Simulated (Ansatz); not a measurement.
`C/[C]([AlH2])=C\O` + H₂S → `[AlH2][SH]` + `C/C=C/O` at 600 K and 1 bar (ligand exchange at the Al–C bond).

Computed with Ansatz on PBE0-D4/def2-TZVP structures; ΔE is electronic, products minus reactants. CCSD(T)/CBS adds triple-zeta CCSD(T) − MP2 to the extrapolated MP2 energy (def2 sets, frozen cores). This one scheme is used for every species. Double bonds are as drawn, so ΔE can hold a change between cis and trans. Each species was taken in one conformer, which may not be the lowest.

```csv
species,CCSD(T)/CBS energy (Eh),H − E (kJ/mol),S (J/(mol·K))
`C/[C]([AlH2])=C\O`,-435.52476,298.7,445.1
H₂S,-398.97279,60.8,230.9
`[AlH2][SH]`,-641.61836,94.5,317.9
`C/C=C/O`,-192.91632,270.7,360.4
```

H − E and S are ideal-gas, rigid-rotor, harmonic terms from PBE0-D4/def2-TZVP, for one conformer and one mirror image of each species. 1 Eh = 2625.50 kJ/mol, R = 8.31446 J/(mol·K).

Problem. By hand: ΔE, ΔH, ΔS and ΔG.

Solution. ΔE = (-641.61836) + (-192.91632) − (-435.52476) − (-398.97279) = -0.03713 Eh = -97.5 kJ/mol. Δ(H − E) = 94.5 + 270.7 − 298.7 − 60.8 = 5.7, so ΔH = -91.8 kJ/mol. ΔS = 317.9 + 360.4 − 445.1 − 230.9 = 2.3 J/(mol·K). ΔG = -91.8 − 600 × (2.3)/1000 = -93.2 kJ/mol.

Problem. By hand: the equilibrium constant, and the temperature at which ΔG would vanish if ΔH and ΔS stayed fixed.

Solution. log₁₀ K = −ΔG/(RT ln 10) = 8.1. ΔH and −TΔS have one sign here, so there is no such temperature. One of them is within its doubt of zero, so this could turn.

The number of gas molecules stays the same, so ΔS is small and ΔH decides. A doubt of 5 kJ/mol in ΔE shifts log₁₀ K by 0.4 here. Other conformers and mirror images would add mixing entropy, several J/(mol·K) or more a flexible species. These are equilibria of isolated gas molecules and say nothing of rates. Largest T1 diagnostic: 0.012 (customary marks: 0.02 for closed shells, 0.045 for open ones).
